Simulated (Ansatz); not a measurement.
Gas-phase electronic energies from Ansatz, PBE0-D4/def2-TZVP geometries. CBS: MP2 limit from def2 TZ/QZ plus the TZ coupled-cluster correction, frozen cores. This one scheme is used for every species. def2 core potentials past Kr. For Sn outer-core shells are correlated without core-valence functions, which leaves a few kJ/mol of doubt a bond. One conformer a species, not always the lowest.

`[CH3][SnH2][SiH2]O` + H₂S → `[CH3][SnH2][SiH2]S` + H₂O  (ligand exchange at the Si–O bond)

| species | MP2/def2-QZVPP energy (Eh) |
| --- | --- |
| `[CH3][SnH2][SiH2]O` | -620.92046 |
| H₂S | -398.92680 |
| `[CH3][SnH2][SiH2]S` | -943.49272 |
| H₂O | -76.34932 |

Q: Work out ΔE.

A: ΔE = (-943.49272) + (-76.34932) − (-620.92046) − (-398.92680) = 0.00522 Eh = +13.7 kJ/mol. CCSD(T)/CBS gives +15.0 kJ/mol.

Largest T1 diagnostic among the species: 0.012.

The D4 term adds −6.8 kJ/mol with B3LYP and −3.8 kJ/mol with PBE0; it sums over pairs of atoms, weighted by their polarisabilities, and B3LYP, whose exchange is more repulsive, gets the larger term. In def2-TZVPP, CCSD(T) changes the Hartree–Fock value by −15.8 kJ/mol (the triples alone add −3.1 kJ/mol) and MP2 by −19.6 kJ/mol.

B3LYP here is the variant with VWN-RPA as its local correlation; programs differ in this.
